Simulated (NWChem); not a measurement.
Species: SiBrF, singlet; SMILES Br[Si]F

Results from NWChem. Medium grid unless said otherwise, to which SCAN and Minnesota functionals are sensitive. Low-valent species are run as closed-shell singlets; no triplet was tried in these runs. Coordinates come from a B3LYP/6-31G* (spherical d) optimisation. Hybrids' shares of exact exchange are those that their runs print; pure functionals count as 0. The functionals differ in more than this share.

```csv
row,share of exact exchange,orbital gap (eV)
PBE/def2-SVP,0.00,3.24
PW91/def2-SVP,0.00,3.25
TPSSh/def2-SVP,0.10,4.13
B3LYP/def2-SVP,0.20,withheld
MN15/def2-SVP,0.44,6.16
BHandHLYP/def2-SVP,0.50,7.03
M05-2X/def2-SVP,0.56,7.17
```

Problem. Fit a straight line of the last column on the one before it, predict the withheld value, and compare with the run.

Solution. 
1. Means of the 6 shown rows: x = 0.267, y = 5.163. Slope Σ(x − x̄)(y − ȳ)/Σ(x − x̄)² = 2.392/0.3405 = 7.025; intercept 3.290.
2. The shown rows scatter about the line by 0.145 (root mean square); the largest residual is +0.23, at BHandHLYP/def2-SVP.
3. At x = 0.20 (B3LYP/def2-SVP; inside the shown range) the line gives 4.70.
4. The run gives 4.76, +0.06 from the line, 0.4 times the scatter.
